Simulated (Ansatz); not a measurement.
The inner images of a band of CH5BFN + H2 (11 atoms, charge 0, multiplicity 1) are given out of order.

Computed with RKS B3LYP-D4/6-31G* (Ansatz).

Initial state:

```xyz
11
Properties=species:S:1:pos:R:3
B 0.057 -0.210 -0.372
F 0.142 -0.034 0.970
N 1.258 -0.413 -1.065
H 2.156 -0.430 -0.601
H 1.302 -0.553 -2.063
C -1.361 -0.171 -1.055
H -2.016 -0.941 -0.628
H -1.853 0.791 -0.862
H -1.330 -0.321 -2.140
H 0.102 2.734 2.500
H 0.102 2.073 2.161
```

Final state:

```xyz
11
Properties=species:S:1:pos:R:3
B 0.148 0.544 -0.559
F -0.325 0.552 2.260
N 1.303 -0.170 -0.866
H 1.285 -1.087 -1.296
H 2.237 0.156 -0.658
C -1.305 0.025 -0.853
H -1.339 -0.951 -1.353
H -1.849 -0.063 0.097
H -1.868 0.741 -1.466
H 0.323 1.630 -0.049
H -0.051 1.148 1.586
```

Q: Put them in order from the first end to the last, with their energies above the first end.
A.
```xyz
11
Properties=species:S:1:pos:R:3
B 0.057 -0.350 -0.223
F 0.113 -0.716 1.079
N 1.280 -0.215 -0.896
H 2.167 -0.375 -0.440
H 1.358 0.092 -1.853
C -1.346 -0.071 -0.891
H -2.153 -0.572 -0.346
H -1.571 1.004 -0.878
H -1.388 -0.393 -1.937
H 0.030 2.417 1.506
H 0.012 1.706 1.722
```
B.
```xyz
11
Properties=species:S:1:pos:R:3
B 0.046 -0.251 -0.174
F 0.129 -0.874 1.023
N 1.249 -0.045 -0.936
H 1.969 -0.735 -0.804
H 1.696 0.853 -1.030
C -1.387 -0.022 -0.768
H -2.180 -0.220 -0.042
H -1.562 0.947 -1.246
H -1.469 -0.769 -1.573
H 0.078 2.048 0.906
H -0.010 1.594 1.486
```
C.
```xyz
11
Properties=species:S:1:pos:R:3
B 0.098 0.629 -0.477
F -0.169 -0.140 2.255
N 1.290 0.145 -1.009
H 1.327 -0.629 -1.659
H 2.200 0.511 -0.766
C -1.319 0.052 -0.834
H -1.820 -0.270 0.089
H -1.959 0.825 -1.280
H -1.293 -0.803 -1.520
H 0.205 1.565 0.287
H -0.002 0.641 1.757
```
D.
```xyz
11
Properties=species:S:1:pos:R:3
B 0.110 0.606 -0.505
F -0.168 0.212 2.250
N 1.272 -0.036 -0.930
H 1.266 -0.907 -1.446
H 2.202 0.299 -0.722
C -1.334 0.059 -0.829
H -1.468 -0.956 -0.431
H -2.132 0.680 -0.411
H -1.499 -0.002 -1.914
H 0.285 1.640 0.103
H 0.027 0.932 1.677
```
E.
```xyz
11
Properties=species:S:1:pos:R:3
B 0.074 -0.001 -0.034
F 0.067 -0.275 1.360
N 1.264 0.100 -0.805
H 1.287 -0.386 -1.692
H 2.188 0.371 -0.501
C -1.330 -0.116 -0.746
H -2.038 -0.392 0.034
H -1.736 0.766 -1.263
H -1.300 -0.921 -1.492
H 0.088 1.892 0.668
H -0.006 1.489 1.313
```

A: A (+0.05 eV), B (+0.78 eV), E (+1.09 eV), C (+1.53 eV), D (+1.59 eV).

The run took 4.6 min on 1 thread of Arm Neoverse V2 (shared host), peak memory 0.16 GiB.
